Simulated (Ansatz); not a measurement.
Stepwise reaction of `[NH2][Ta]([NH2])([NH2])=[S]` with hydrogen chloride, as a gas-phase model of exchange steps in deposition or etching. ΔE in kJ/mol; ΔG adds harmonic PBE0-D4 terms to CCSD(T)/CBS, at 1 bar.

Program: Ansatz. Geometries: PBE0-D4/def2-TZVP. ΔE: electronic, gas phase. CBS: MP2 limit from def2 TZ/QZ plus the TZ coupled-cluster correction, frozen cores. This one scheme is used for every species. DFT in def2-TZVPP. B3LYP here is the variant with VWN-RPA as its local correlation; programs differ in this. def2 core potentials past Kr. For Ta outer-core shells are correlated without core-valence functions, which leaves a few kJ/mol of doubt a bond. Each species was taken in one conformer, which may not be the lowest.

| step | reaction | PBE-D4 | B3LYP-D4 | ωB97M-V | CCSD(T)/CBS | ΔG(600 K) |
| --- | --- | --- | --- | --- | --- | --- |
| 1 | `[NH2][Ta]([NH2])([NH2])=[S]` + HCl → `[NH2][Ta]([NH2])(=[S])[Cl]` + NH₃ | -86.5 | -86.5 | -84.2 | -85.7 | -83.4 |
| 2 | `[NH2][Ta]([NH2])(=[S])[Cl]` + HCl → `[NH2][Ta](=[S])([Cl])[Cl]` + NH₃ | -70.9 | -70.2 | -68.6 | -70.3 | -60.1 |
| 3 | `[NH2][Ta](=[S])([Cl])[Cl]` + HCl → `[S]=[Ta]([Cl])([Cl])[Cl]` + NH₃ | -50.7 | -49.5 | -47.3 | -48.8 | -36.9 |

Q: By hand: ΔE of the 3 steps together at CCSD(T)/CBS.

A: (-85.7) + (-70.3) + (-48.8) = -204.8 kJ/mol, or -68.3 kJ/mol a step.

In ΔE each step is higher than the one before. All are downhill at CCSD(T)/CBS. ΔG lies between -83.4 and -36.9 kJ/mol a step. PBE-D4 differs from CCSD(T)/CBS by -1.9 to -0.6 kJ/mol a step. Only this route is followed, and other bonds may react first. Isolated molecules leave out the surface, adducts and barriers. Largest T1 diagnostic: 0.020.
